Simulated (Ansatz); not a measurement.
Reactions of C$_{2}$H$_{6}$OSSi (`S[SiH]1CCO1`).

Calculated with Ansatz (gas phase, PBE0-D4/def2-TZVP geometries, no zero-point term in ΔE). CBS: MP2 limit from def2 TZ/QZ plus the TZ coupled-cluster correction, frozen cores. This one scheme is used for every species, atoms too. DFT in def2-TZVPP. Open shells (•) are unrestricted, without spin–orbit coupling. Spin–orbit coupling would lower the free atoms: a little for C, O, S, Si. Bonds to Br are less sure, by a few kJ/mol each and by 10 to 20 or more in all where they break to atoms, as the def2 sets lack core-valence functions. Scalar relativity is left out up to krypton. One conformer a species, not always the lowest.

```csv
reaction,CCSD(T)/CBS(def2) (kcal/mol)
`S[SiH]1CCO1` + H₂ → `C1C[SiH2]O1` + H₂S,13.2
`S[SiH]1CCO1` → `C[Si]1(S)CO1`,9.9
`S[SiH]1CCO1` + HCl → `Cl[SiH]1CCO1` + H₂S,-10.0
`S[SiH]1CCO1` + CH₄ → `C[SiH]1CCO1` + H₂S,?
`S[SiH]1CCO1` + HBr → `Br[SiH]1CCO1` + H₂S,?
`S[SiH]1CCO1` + H₂O → `O[SiH]1CCO1` + H₂S,-10.8
`S[SiH]1CCO1` → 2 C• + 6 H• + O• + S• + Si•,990.2
```

(1) Fill in the missing values. (Estimate.)

Largest T1 diagnostic: 0.012, for `C[Si]1(S)CO1`.

Answers

(1) Ansatz gave: `S[SiH]1CCO1` + CH₄ → `C[SiH]1CCO1` + H₂S: +16.9 kcal/mol; `S[SiH]1CCO1` + HBr → `Br[SiH]1CCO1` + H₂S: -9.4 kcal/mol.
